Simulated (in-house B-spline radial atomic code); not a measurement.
## The zirconium ion Zr⁺: [Ar] 3d10 4s2 4p5 4d2 5s1 9g1 (an excited or competing configuration)

Level of theory: Dirac-Hartree-Fock, average of configuration, Fermi nucleus of rms radius 4.2694 fm; calculated with a B-spline radial code for spherical atoms.

Screening seen three ways: the hydrogenic charge with the same mean radius, Z_r = [3n² - l(l+1)]/(2<r>), the one with the same energy, Z_e = n√(-2ε), and Slater's rules. Values are occupation-weighted means over j. An effective charge above Z reflects the relativistic contraction of the inner shells.

```csv
shell,electrons,ε (eV),<r> (bohr),Z_r,Z_e,Slater
1s,2,-18132,0.03705,40.48,36.51,39.70
2s,2,-2602.5,0.1619,37.06,27.66,35.85
2p,6,-2317.8,0.1416,35.31,26.10,35.85
3s,2,-475.59,0.4551,29.66,17.74,28.75
3p,6,-379.86,0.4598,27.19,15.85,28.75
3d,10,-222.51,0.4506,23.30,12.13,18.85
4s,2,-86.616,1.204,19.93,10.09,12.60
4p,5,-59.976,1.34,17.17,8.40,12.60
4d,2,-25.26,1.861,11.29,5.45,4.65
5s,1,-19.653,3.155,11.89,6.01,4.35
9g,1,-0.67251,55.68,2.00,2.00,-
```

The least bound orbital is 9g7/2 at -0.6725 eV, and it is also the most diffuse (<r> = 55.68 bohr).

Spin-orbit splittings of the orbital energies (j = l + 1/2 above j = l - 1/2 when positive): 2p 86.47 eV, 3p 14.32 eV, 3d 2.591 eV, 4p 1.954 eV, 4d 0.155 eV, 9g -4.692e-07 eV.

For the 1s electron the small component carries 2.12 % of the norm, the zero-frequency Breit interaction raises the level by 33.09 eV, self-energy by 17.92 eV, and vacuum polarisation lowers it by 2 eV.

The density falls to 0.001 bohr⁻³ at 4.215 bohr; Σ<r²> = 3532.5 bohr² gives, by the non-relativistic formula and without the paramagnetism of open shells, a Langevin diamagnetic susceptibility of -2798×10⁻⁶ cm³/mol.
